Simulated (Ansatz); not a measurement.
BClFHS, SMILES `FB(S)Cl`, charge 0, multiplicity 1.

Question: Give a relaxed structure at PBE0-D4/def2-TZVP (Ansatz). (Best estimate.)

Answer: The calculation gave: 
Z-matrix (Å, degrees):
```
B
F 1 1.319
Cl 1 1.749 2 118.8
S 1 1.793 2 121.9 3 -180.0
H 4 1.344 1 95.1 2 -0.0
```
Point group Cs.
